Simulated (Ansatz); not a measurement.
Gas-phase electronic energies from Ansatz, PBE0-D4/def2-TZVP geometries. CCSD(T)/CBS adds triple-zeta CCSD(T) − MP2 to the extrapolated MP2 energy (def2 sets, frozen cores). Functionals use def2-TZVPP. One conformer a species, not always the lowest.

Reaction (redistribution): `CC[SiH](Cl)OC` + `CNB(C)[SiH3]` → `CN[SiH](Cl)OC` + `CCB(C)[SiH3]`

(1) Is it downhill or uphill in electronic energy at CCSD(T)/CBS, and by how much? (An estimate is asked.)

(2) What do these levels give: r2SCAN-D4, B2PLYP, PBE, HF/def2-TZVPP, CCSD(T)/def2-TZVPP, SCS-MP2/def2-QZVPP? (An estimate is asked.)

Largest T1 diagnostic among the species: 0.013.

Results:

(1) Ansatz gave: Uphill: ΔE = +20.2 kcal/mol.

(2) Ansatz gave: r2SCAN-D4 20.4, B2PLYP 20.7, PBE 22.3, HF/def2-TZVPP 17.1, CCSD(T)/def2-TZVPP 20.7, SCS-MP2/def2-QZVPP 19.8 kcal/mol.

From PBE to PBE0 (25 % exact exchange), in def2-TZVPP and without D4, ΔE moves by −1.0 kcal/mol. In def2-TZVPP, CCSD(T) changes the Hartree–Fock value by +3.7 kcal/mol (the triples alone add +0.7 kcal/mol) and MP2 by +3.6 kcal/mol.
